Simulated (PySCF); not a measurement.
## C₆ coefficients of unlike pairs at PBE

Calculated with PySCF 2.14 from the dipole response of each species, C₆(A,B) = (3/π) ∫ α_A(iu) α_B(iu) du, in atomic units, from isotropic polarisabilities. For ions this is the dispersion term alone; charge-induced terms of lower order in 1/R come first.

```tsv
species	configuration	basis	relativity	α (bohr³)	C₆ (like pair)
Mn	[Ar] 3d5 4s2 (6S)	aug-cc-pVQZ (9s8p6d4f3g2h)	none	75.86	724.4
Ar³⁺	[Ne] 3s2 3p3 (4S)	def2-TZVPPD (6s6p4d1f)	none	3.597	9.775
Br	[Ar] 3d10 4s2 4p5 (2P)	aug-cc-pVQZ-PP with ECP10MDF (7s6p5d3f2g)	core potential	22.60	183.8
Te⁺	[Kr] 4d10 5s2 5p3 (4S)	def2-QZVPPD with the def2 core potential (28 electrons) (8s7p5d4f1g)	core potential	22.55	191.8
```

Q: Estimate C₆ for Ar³⁺ with Mn.

A: The integral gives 63.79. The combination rule 2 C_A C_B / (C_A α_B/α_A + C_B α_A/α_B) gives 58.89 and the geometric mean 84.15.

No spin-orbit coupling is included.

The other pairs:

```
     pair     C₆
  Te⁺, Br  187.5
 Br, Ar³⁺  40.14
   Br, Mn  329.7
Te⁺, Ar³⁺  41.43
  Te⁺, Mn  333.8
```
